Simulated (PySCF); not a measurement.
C2H6Cl2Si, charge +1, doublet, geometry from GFN2-xTB (a state made from the parent by changing its charge; the spin is typed, not shown lowest); SA2-CASSCF(5,6)/STO-3G (PySCF).

PySCF was given this input:
```python
from pyscf import gto, scf, mcscf
import numpy

mol = gto.M(
    atom='''
C     1.280311   -1.621281   -0.178861
Si   -0.012473   -0.164490    0.029979
C    -1.498045   -1.250026    0.702167
Cl    0.602205    1.114961    1.429244
Cl   -0.470808    0.617803   -1.745046
H     0.907730   -2.354653   -0.886644
H     2.196069   -1.176334   -0.558105
H     1.470874   -2.093732    0.779305
H    -2.328626   -0.571726    0.876695
H    -1.780955   -1.995380   -0.034051
H    -1.217811   -1.734459    1.631898
''',
    basis='sto-3g',
    charge=1,
    spin=1,
    verbose=4,
)

mf = scf.ROHF(mol)
mf.kernel()
mc = mcscf.CASSCF(mf, 6, 5)
mc.fix_spin_(ss=0.75)
mc = mc.state_average_([0.5, 0.5])
mc.kernel()
```

Write the output that PySCF gives for this input, abridged.


```
PySCF version 2.14.0

[INPUT] verbose = 4
[INPUT] num. atoms = 11
[INPUT] num. electrons = 65
[INPUT] charge = 1
[INPUT] spin (= nelec alpha-beta = 2S) = 1
[INPUT] symmetry False subgroup None
[INPUT] Mole.unit = angstrom
[INPUT] Symbol           X                Y                Z      unit          X                Y                Z       unit  Magmom
[...]
nuclear repulsion = 363.600976839074
number of shells = 27
number of NR pGTOs = 129
number of NR cGTOs = 43
basis = sto-3g
ecp = {}

******** <class 'pyscf.scf.rohf.ROHF'> ********
method = ROHF
initial guess = minao
damping factor = 0
level_shift factor = 0
DIIS = <class 'pyscf.scf.diis.CDIIS'>
diis_start_cycle = 1
diis_space = 8
diis_damp = 0
SCF conv_tol = 1e-09
SCF conv_tol_grad = None
SCF max_cycles = 50
direct_scf = True
direct_scf_tol = 1e-13
num. doubly occ = 32  num. singly occ = 1
Set gradient conv threshold to 3.16228e-05
init E= -1272.88851248822
[...]
cycle= 1 E= -1272.76451301385  delta_E= 0.124  |g|= 0.441  |ddm|= 2.61
[...]
cycle= 2 E= -1272.8427722735  delta_E= -0.0783  |g|= 0.215  |ddm|= 1.03
[...]
cycle= 3 E= -1272.86807961858  delta_E= -0.0253  |g|= 0.0383  |ddm|= 0.358
[...]
cycle= 4 E= -1272.86947773314  delta_E= -0.0014  |g|= 0.0176  |ddm|= 0.0783
[...]
cycle= 5 E= -1272.8699415365  delta_E= -0.000464  |g|= 0.0102  |ddm|= 0.0514
[...]
cycle= 6 E= -1272.87015525521  delta_E= -0.000214  |g|= 0.00152  |ddm|= 0.0549
[...]
cycle= 7 E= -1272.87016084732  delta_E= -5.59e-06  |g|= 0.000269  |ddm|= 0.00945
[...]
cycle= 8 E= -1272.87016095408  delta_E= -1.07e-07  |g|= 4.98e-05  |ddm|= 0.000993
[...]
cycle= 9 E= -1272.87016095705  delta_E= -2.97e-09  |g|= 9.94e-06  |ddm|= 0.000126
[...]
cycle= 10 E= -1272.87016095722  delta_E= -1.66e-10  |g|= 1.86e-06  |ddm|= 3.86e-05
[...]
Extra cycle  E= -1272.87016095722  delta_E= -2.27e-12  |g|= 9.17e-07  |ddm|= 5.25e-06
converged SCF energy = -1272.87016095722

******** <class 'pyscf.mcscf.addons.StateAverageCASSCF'> ********
CAS (3e+2e, 6o), ncore = 30, nvir = 7
max_cycle_macro = 50
max_cycle_micro = 4
conv_tol = 1e-07
conv_tol_grad = None
orbital rotation max_stepsize = 0.02
orbital rotation threshold for CI restart = 0.01
augmented hessian ah_max_cycle = 30
augmented hessian ah_conv_tol = 1e-12
augmented hessian ah_linear dependence = 1e-14
augmented hessian ah_level shift = 1e-08
augmented hessian ah_start_tol = 2.5
augmented hessian ah_start_cycle = 3
augmented hessian ah_grad_trust_region = 3
kf_trust_region = 3
kf_interval = 4
ci_response_space = 4
ci_grad_trust_region = 3
with_dep4 0
natorb = False
canonicalization = True
sorting_mo_energy = False
ao2mo_level = 2
internal_rotation = False
******** <class 'pyscf.mcscf.addons.StateAverageSpinPenaltyFCISolver'> ********
max. cycles = 50
conv_tol = 1e-08
davidson only = True
linear dependence = 1e-12
level shift = 0.001
max iter space = 12
nroots = 2
pspace_size = 400
spin = None
State-average over 2 states with weights [0.5, 0.5]
CASCI E = -1272.84169273557  S^2 = 0.7500000
Set conv_tol_grad to 0.000316228
macro iter   1 ( 21 JK    4 micro), CASSCF E = -1272.84881305339  dE = -7.12031782e-03  S^2 = 0.7500000
               |grad[o]|=0.0873  |ddm|=0.0211  |maxRot[o]|=0.314
macro iter   2 ( 21 JK    4 micro), CASSCF E = -1272.85230313426  dE = -3.49008087e-03  S^2 = 0.7500000
               |grad[o]|=0.0309  |ddm|=0.0227  |maxRot[o]|=0.314
macro iter   3 ( 21 JK    4 micro), CASSCF E = -1272.85406347258  dE = -1.76033832e-03  S^2 = 0.7500000
               |grad[o]|=0.0181  |ddm|=0.0148  |maxRot[o]|=0.183
macro iter   4 ( 21 JK    4 micro), CASSCF E = -1272.85674427930  dE = -2.68080672e-03  S^2 = 0.7500000
               |grad[o]|=0.0117  |ddm|=0.0185  |maxRot[o]|=0.154
macro iter   5 ( 21 JK    4 micro), CASSCF E = -1272.86068515301  dE = -3.94087372e-03  S^2 = 0.7500000
               |grad[o]|=0.0225  |ddm|=0.0569  |maxRot[o]|=0.157
macro iter   6 ( 21 JK    4 micro), CASSCF E = -1272.86487519205  dE = -4.19003904e-03  S^2 = 0.7500000
               |grad[o]|=0.022  |ddm|=0.0115  |maxRot[o]|=0.188
macro iter   7 ( 21 JK    4 micro), CASSCF E = -1272.86754692021  dE = -2.67172816e-03  S^2 = 0.7500000
               |grad[o]|=0.0164  |ddm|=0.0141  |maxRot[o]|= 0.15
macro iter   8 ( 21 JK    4 micro), CASSCF E = -1272.86815673635  dE = -6.09816133e-04  S^2 = 0.7500000
               |grad[o]|=0.00953  |ddm|=0.00934  |maxRot[o]|=0.066
macro iter   9 ( 21 JK    4 micro), CASSCF E = -1272.86854897130  dE = -3.92234956e-04  S^2 = 0.7500000
               |grad[o]|=0.0063  |ddm|=0.0156  |maxRot[o]|=0.0569
macro iter  10 ( 21 JK    4 micro), CASSCF E = -1272.86882205086  dE = -2.73079560e-04  S^2 = 0.7500000
               |grad[o]|=0.00534  |ddm|=0.0204  |maxRot[o]|=0.0501
macro iter  11 ( 21 JK    4 micro), CASSCF E = -1272.86905284722  dE = -2.30796360e-04  S^2 = 0.7500000
               |grad[o]|=0.00505  |ddm|=0.0212  |maxRot[o]|=0.0455
macro iter  12 ( 21 JK    4 micro), CASSCF E = -1272.86925856509  dE = -2.05717866e-04  S^2 = 0.7500000
               |grad[o]|=0.00485  |ddm|=0.0202  |maxRot[o]|=0.042
macro iter  13 ( 21 JK    4 micro), CASSCF E = -1272.86944028058  dE = -1.81715494e-04  S^2 = 0.7500000
               |grad[o]|=0.00465  |ddm|=0.0179  |maxRot[o]|=0.0391
macro iter  14 ( 21 JK    4 micro), CASSCF E = -1272.86958906449  dE = -1.48783909e-04  S^2 = 0.7500000
               |grad[o]|=0.00443  |ddm|=0.0141  |maxRot[o]|=0.0379
macro iter  15 ( 21 JK    4 micro), CASSCF E = -1272.86971067620  dE = -1.21611713e-04  S^2 = 0.7500000
               |grad[o]|=0.00419  |ddm|=0.00888  |maxRot[o]|=0.039
macro iter  16 ( 18 JK    4 micro), CASSCF E = -1272.86965873609  dE =  5.19401171e-05  S^2 = 0.7500000
               |grad[o]|=0.00391  |ddm|=0.00442  |maxRot[o]|=0.0465
macro iter  17 ( 18 JK    4 micro), CASSCF E = -1272.87005337694  dE = -3.94640852e-04  S^2 = 0.7500000
               |grad[o]|=0.00426  |ddm|=0.00201  |maxRot[o]|=0.0537
macro iter  18 ( 13 JK    4 micro), CASSCF E = -1272.87014577275  dE = -9.23958146e-05  S^2 = 0.7500000
               |grad[o]|=0.00197  |ddm|=0.00473  |maxRot[o]|=0.0317
macro iter  19 ( 12 JK    4 micro), CASSCF E = -1272.87017483789  dE = -2.90651335e-05  S^2 = 0.7500000
               |grad[o]|=0.0011  |ddm|=0.00402  |maxRot[o]|=0.0173
macro iter  20 (  7 JK    2 micro), CASSCF E = -1272.87017718694  dE = -2.34905815e-06  S^2 = 0.7500000
               |grad[o]|=0.000304  |ddm|=0.000816  |maxRot[o]|=0.00641
macro iter  21 (  4 JK    1 micro), CASSCF E = -1272.87017724808  dE = -6.11364612e-08  S^2 = 0.7500000
               |grad[o]|=6.65e-05  |ddm|=0.000231  |maxRot[o]|=0.00102
1-step CASSCF converged in  21 macro (387 JK  79 micro) steps
CASSCF canonicalization
Density matrix diagonal elements [1.95620143 1.50662674 1.46525421 0.03411561 0.01440384 0.02339818]
CASSCF energy = -1272.87017724808
CASCI E = -1272.87017724808  E(CI) = -6.40076778501111  S^2 = 0.7500000
CASCI state-averaged energy = -1272.87017724808
CASCI energy for each state
  State 0 weight 0.5  E = -1272.89664539889 S^2 = 0.7500000
  State 1 weight 0.5  E = -1272.84370909727 S^2 = 0.7500000
```
